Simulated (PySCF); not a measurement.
CrO$_{3}$ (SMILES [O]=[Cr](=[O])=[O]), singlet, at a GFN2-xTB geometry (such geometries of metal compounds can be far from the true shape); TPSS/STO-3G (PySCF).

Here is a job for PySCF.
```python
from pyscf import gto, scf, dft

mol = gto.M(
    atom='''
Cr   -0.00000000   -0.00000000   -0.00000000
O    -1.07077093   -1.11835431   -0.13016836
O    -0.05729490    1.24258645   -0.93107827
O     1.12806583   -0.12423215    1.06124663
''',
    basis='sto-3g',
    verbose=4,
)

mf = dft.RKS(mol)
mf.xc = 'tpss'
mf.kernel()
```

The log (banner, timings and long lists left out):

```
PySCF version 2.14.0

[INPUT] verbose = 4
[INPUT] num. atoms = 4
[INPUT] num. electrons = 48
[INPUT] charge = 0
[INPUT] spin (= nelec alpha-beta = 2S) = 0
[INPUT] symmetry False subgroup None
[INPUT] Mole.unit = angstrom
[INPUT] Symbol           X                Y                Z      unit          X                Y                Z       unit  Magmom
[...]
nuclear repulsion = 233.924793951166
number of shells = 17
number of NR pGTOs = 99
number of NR cGTOs = 33
basis = sto-3g
ecp = {}

******** <class 'pyscf.dft.rks.RKS'> ********
method = RKS
initial guess = minao
damping factor = 0
level_shift factor = 0
DIIS = <class 'pyscf.scf.diis.CDIIS'>
diis_start_cycle = 1
diis_space = 8
diis_damp = 0
SCF conv_tol = 1e-09
SCF conv_tol_grad = None
SCF max_cycles = 50
direct_scf = True
direct_scf_tol = 1e-13
XC library pyscf.dft.libxc version 7.1.2
    S. Lehtola, C. Steigemann, M. J. T. Oliveira, and M. A. L. Marques,  SoftwareX 7, 1–5 (2018)
XC functionals = tpss
    J. Tao, J. P. Perdew, V. N. Staroverov, and G. E. Scuseria,  Phys. Rev. Lett. 91, 146401 (2003)
    J. P. Perdew, J. Tao, V. N. Staroverov, and G. E. Scuseria,  J. Chem. Phys. 120, 6898 (2004)
    J. Tao, J. P. Perdew, V. N. Staroverov, and G. E. Scuseria,  Phys. Rev. Lett. 91, 146401 (2003)
    J. P. Perdew, J. Tao, V. N. Staroverov, and G. E. Scuseria,  J. Chem. Phys. 120, 6898 (2004)
radial grids:
    Treutler-Ahlrichs [JCP 102, 346 (1995); DOI:10.1063/1.469408] (M4) radial grids

becke partition: Becke, JCP 88, 2547 (1988); DOI:10.1063/1.454033
pruning grids: <function nwchem_prune>
grids dens level: 3
symmetrized grids: False
atomic radii adjust function: <function treutler_atomic_radii_adjust>
small_rho_cutoff = 0
Set gradient conv threshold to 3.16228e-05
Initial guess from minao.
tot grids = 63152
init E= -1255.74665322669
[...]
cycle= 1 E= -1255.03957414048  delta_E= 0.707  |g|= 2.18  |ddm|= 3.77
[...]
cycle= 2 E= -1239.23620810091  delta_E= 15.8  |g|=  5.3  |ddm|=  7.7
[...]
cycle= 3 E= -1254.32286417904  delta_E= -15.1  |g|= 2.47  |ddm|= 7.86
[...]
cycle= 4 E= -1253.895339813  delta_E= 0.428  |g|=  2.6  |ddm|= 0.291
[...]
cycle= 5 E= -1254.2702743016  delta_E= -0.375  |g|= 2.48  |ddm|= 0.319
[...]
cycle= 6 E= -1254.11497908461  delta_E= 0.155  |g|= 2.53  |ddm|= 0.129
[...]
cycle= 7 E= -1254.1793452133  delta_E= -0.0644  |g|= 2.52  |ddm|= 0.0479
[...]
cycle= 8 E= -1254.16176706802  delta_E= 0.0176  |g|= 2.52  |ddm|= 0.0144
[...]
cycle= 9 E= -1254.1616696951  delta_E= 9.74e-05  |g|= 2.52  |ddm|= 0.00122
[...]
cycle= 10 E= -1254.09130482836  delta_E= 0.0704  |g|= 2.54  |ddm|= 0.194
[...]
cycle= 11 E= -1256.28565946815  delta_E= -2.19  |g|= 0.317  |ddm|= 2.39
[...]
cycle= 12 E= -1256.10344043159  delta_E= 0.182  |g|= 0.958  |ddm|= 1.04
[...]
cycle= 13 E= -1256.26908269501  delta_E= -0.166  |g|= 0.493  |ddm|= 0.541
[...]
cycle= 14 E= -1256.29278243994  delta_E= -0.0237  |g|= 0.342  |ddm|= 0.27
[...]
cycle= 15 E= -1256.236019507  delta_E= 0.0568  |g|= 0.639  |ddm|= 0.292
[...]
cycle= 16 E= -1256.30487443448  delta_E= -0.0689  |g|= 0.243  |ddm|= 0.267
[...]
cycle= 17 E= -1256.31633833514  delta_E= -0.0115  |g|= 0.0358  |ddm|= 0.177
[...]
cycle= 18 E= -1256.3166177522  delta_E= -0.000279  |g|= 0.00625  |ddm|= 0.029
[...]
cycle= 19 E= -1256.31662663204  delta_E= -8.88e-06  |g|= 0.00066  |ddm|= 0.00532
[...]
cycle= 20 E= -1256.31662673856  delta_E= -1.07e-07  |g|= 0.000207  |ddm|= 0.000549
[...]
cycle= 21 E= -1256.31662674688  delta_E= -8.32e-09  |g|= 4.39e-05  |ddm|= 0.000134
[...]
cycle= 22 E= -1256.31662674724  delta_E= -3.59e-10  |g|= 3.77e-06  |ddm|= 2.7e-05
[...]
Extra cycle  E= -1256.31662674708  delta_E= 1.6e-10  |g|= 2.94e-05  |ddm|= 2.12e-05
converged SCF energy = -1256.31662674708
```
